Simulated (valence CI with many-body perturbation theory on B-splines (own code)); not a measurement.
**Questions on Ho36+**

Computed by valence CI with perturbative core correlation (CI+MBPT): three valence electrons over a frozen Dirac-Fock core [Ar] 3d10, a basis of 9 s, 9 p, 8 d, 6 f, 3 g, 1 h functions for each j, with the one-electron correlation potential Σ1, the two-electron term Σ2, the three-electron term Σ3, Breit, model QED; selected CI, second order for the rest, scaled by the run's own slope (own B-spline code, finite nucleus).

No measured spectrum was set against this ion. As an estimate, large intervals hold to a few tenths of a per cent, small ones and those within an open d or f shell to about a per cent.

Levels are named by their leading jj configuration (3d3/2^4 stands for four electrons in 3d with j = 3/2), which in mixed levels can hold well under half, so a name can repeat and another be missing.

Rates and lifetimes use the calculated energies. Strong lines usually hold to 10 to 20 %, long lifetimes can be off by a factor of two.

What is the ground level?

(4s^2 4p1/2) J=1/2, composition 99 % 4s2 4p 2P°, g = 0.661.

What are the static dipole polarisabilities of the lowest levels?

(4s^2 4p1/2) J=1/2 0.0556 bohr³, of which the core gives 0.00352.

How well does LS coupling describe the low levels?

Among the lowest 20 levels the leading LS term, summed over configurations, holds 65 % on average. For single configurations the figures are 63 % in LS and 86 % in jj coupling. Terms mix most in the J = 3/2 level at 2188600 cm⁻¹, where the leading one holds 30 %.

Name the longest-lived excited levels whose lifetime is computed, and their main decay.

(4s 4p3/2 4d5/2) J=9/2 at 2609600 cm⁻¹ lives 1.33 μs, mostly by M1 to (4s 4p1/2 4d5/2) J=7/2; (4s^2 4p3/2) J=3/2 at 464110 cm⁻¹ lives 1.09 μs, mostly by M1 to (4s^2 4p1/2) J=1/2.

Where does the other parity begin?

At (4s 4p1/2^2) J=1/2, 640050 cm⁻¹.
